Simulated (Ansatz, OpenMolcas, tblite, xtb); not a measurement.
**C3H8Si (SMILES CC(C)[SiH]): methods side by side**

The species is C3H8Si (12 atoms), meant as a singlet with charge 0. SMILES: `CC(C)[SiH]`. The coordinates come from a PBE0-D4/def2-TZVP relaxation. This is one conformer, not always the lowest.

Each level gives the vertical ionisation energy (to the doublet cation) (eV). The values are calculated.

```tsv
level	kind	program	value (eV)	CPU time (all runs)
GFN2-xTB	semi-empirical	xtb	11.97	under 2 s
GFN1-xTB	semi-empirical	tblite	12.74	under 2 s
SVWN5/6-31G* (spherical functions)	LDA	OpenMolcas	8.10	57 s
revPBE/6-31G* (spherical functions)	GGA	Ansatz	7.93	9 s
TPSS/6-31G* (spherical functions)	meta-GGA	OpenMolcas	8.01	2.2 min
B3LYP/6-31G* (spherical functions)	global hybrid	Ansatz	8.14	12 s
CAM-B3LYP/6-31G* (spherical functions)	range-separated hybrid	Ansatz	8.20	14 s
RPA@PBE/6-31G* (spherical functions)	RPA	Ansatz	8.00	14 s
MP2/6-31G* (spherical functions)	perturbation theory	Ansatz	7.87	4 s
CCSD/6-31G* (spherical functions)	coupled cluster or CI	Ansatz	7.93	25 s
```

The values span 7.87 to 12.74 eV. The xTB values lack the empirical shift that such differences need. CPU times are rough (shared hosts, several kinds of processor and program).
